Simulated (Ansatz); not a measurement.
Start from `[F][InH][SiH3]` and change one element to get `FB[SiH3]`.

Ansatz, PBE0-D4/def2-TZVP geometries, multiplicity 1. 

Elements past krypton have def2 core potentials.

| property | `[F][InH][SiH3]` |
| --- | --- |
| HOMO energy (PBE0/def2-TZVPP) / eV | -7.89 |
| LUMO energy (ωB97M-V/def2-TZVPP) / eV | -0.49 |
| HOMO energy (B3LYP/def2-TZVPP) / eV | -7.70 |
| zero-point energy (PBE0-D4/def2-TZVP) / kJ/mol | 83.8 |
| LUMO energy (B3LYP/def2-TZVPP) / eV | -2.32 |
| LUMO energy (PBE/def2-TZVPP) / eV | -2.75 |

(1) What does the change do to each property? (Estimate.)

Results:

(1) The calculation gave: 
| property | `FB[SiH3]` | shift |
| --- | --- | --- |
| HOMO energy (PBE0/def2-TZVPP) / eV | -8.19 | -0.30 |
| LUMO energy (ωB97M-V/def2-TZVPP) / eV | 0.26 | 0.75 |
| HOMO energy (B3LYP/def2-TZVPP) / eV | -8.00 | -0.30 |
| zero-point energy (PBE0-D4/def2-TZVP) / kJ/mol | 102.4 | 18.6 |
| LUMO energy (B3LYP/def2-TZVPP) / eV | -1.96 | 0.36 |
| LUMO energy (PBE/def2-TZVPP) / eV | -2.74 | 0.01 |

With PBE0 the HOMO falls by 0.30 eV and the LUMO rises by 0.30 eV, so the gap widens by about 0.60 eV. PBE moves the HOMO by -0.13 eV and ωB97M-V by -0.46 eV.

B3LYP here is the variant with VWN-RPA as its local correlation; programs differ in this.
